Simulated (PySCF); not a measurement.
A structure optimised at PBE-D3(BJ)/def2-TZVP, used in a PySCF frequency run:

```xyz
6

Se     0.4294    -0.5453     0.0000
F     -1.2315    -1.2396     0.0000
Si    -0.1944     1.6657     0.0000
H     -0.9689     2.0205     1.2249
H     -0.9689     2.0205    -1.2249
H      1.1440     2.3349     0.0000
```
Charge 0, spin multiplicity 1.

### Question
Write its SMILES, formula and point group.

### Answer
F[Se][SiH3], FH3SeSi, Cs

### Question
What are its rotational constants (standard atomic weights)?

### Answer
10.002, 3.4626, 2.6538 GHz
